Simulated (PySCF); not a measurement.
Potential energy curve for Ga₂, triplet.

Methods: UHF/STO-3G = PySCF with unrestricted Hartree-Fock/STO-3G; NEVPT2 = SC-NEVPT2 on CASSCF(6,8)/def2-TZVP, all electrons correlated (PySCF); UKS-PBE = unrestricted PBE/def2-TZVP run with PySCF; UMP2/6-31G* = unrestricted MP2 (frozen core)/6-31G*, spherical d (PySCF 2.14.0); ROHF/def2-TZVP (PySCF).

Energies are in kcal/mol, each relative to the lowest point of its own curve near equilibrium.

```
R / Å  UHF/STO-3G  NEVPT2  UKS-PBE  UMP2/6-31G*  ROHF
-----  ----------  ------  -------  -----------  ----
2.32          7.1     8.0      2.1          7.3   3.5
2.40          2.9     4.1      1.0          5.3   1.3
2.54          0.0     0.7      1.5          1.1   0.0
2.63          0.2     0.0      0.4          0.1   0.4
2.70          1.2     0.1      0.0          0.0   1.2
2.81          3.6     1.1      0.2          0.7   2.9
2.89          5.8     2.2      0.8          1.8   4.5
2.97          8.1     3.6      1.6          3.1   6.3
3.15         13.0     7.2      4.1          7.1  10.5
3.31         16.7    10.6      6.7         12.2  14.4
3.65         22.1    17.3     12.4         19.0  22.5
4.02         25.3    23.1     18.1         22.8  30.3
4.49         27.0       —     24.2         25.3  38.6
4.86         27.5       —     27.9         26.3  43.9
5.38         27.7       —     31.9         27.2  49.7
6.00         27.8       —     34.9         27.7  54.8
6.66         27.8       —     36.1         28.0  58.6
7.32         27.9       —     36.5         28.1  61.3
8.17            —       —     36.7         28.2  63.8
```

At the longest distance, 8.17 Å, ROHF lies highest above its minimum (63.8 kcal/mol) and UMP2/6-31G* lowest (28.2 kcal/mol).

Dashes: no converged value, or the column stops at the first point that the program doubted or that broke a chosen test of continuity, which isn't proof of a fault.

The scan ran from 2.13 to 8.17 Å; beyond the distances shown one of the unrestricted levels run for this scan, shown here or not, changes its spin distribution in one step. The unrestricted determinant behind UHF/STO-3G is spin-contaminated at 2.32 to 8.17 Å (<S²> up to 4.0, against 2.00 for a pure triplet).
